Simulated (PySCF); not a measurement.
O2Re, neutral, multiplicity 4. Atoms are numbered in the order given.

```xyz
3

Re     0.0000     0.0000     0.1212
O      0.0000     1.5713    -0.5680
O      0.0000    -1.5713    -0.5680
```
Charge 0, spin multiplicity 4.

The structure is a stationary point at B3LYP-D3(BJ)/def2-TZVP. The multiplicity is an assumed one; other spin states were not compared. The def2 effective core potentials stand for the cores of Re; spin–orbit coupling is left out.

Method: PBE/def2-TZVPD (PySCF).

Mulliken values depend strongly on the basis, most of all with diffuse functions as here. ESP charges are fitted to the potential on shells at 1.4 to 2.0 van der Waals radii. Atomic charges (e):

```tsv
atom	ESP fit	Mulliken	Mulliken spin
Re1	[?]	0.92	3.03
O2	[?]	-0.46	-0.02
O3	[?]	-0.46	-0.02
```

Q: Complete the blanks. (Estimate from the structure and the level; the computed values follow.)

A: 
- Re1, ESP fit: 0.61
- O2, ESP fit: -0.31
- O3, ESP fit: -0.31
